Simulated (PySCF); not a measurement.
These are PBE-D3(BJ)/def2-TZVP // PBE0-D3(BJ)/def2-TZVP (PySCF) values and carry that method's errors. All species are isolated molecules in the gas phase. 

Reference species (SMILES): `F[C](Cl)Cl` (neutral, multiplicity 2).

```json
{
 "dipole_moment": "0.38 D"
}
```

Changed species: `F[C](F)F` (radical fragment; the reference has radical fragment).

Q: Give the shifts of the dipole moment.

A: the dipole moment falls by 0.27 D, to 0.11 D.
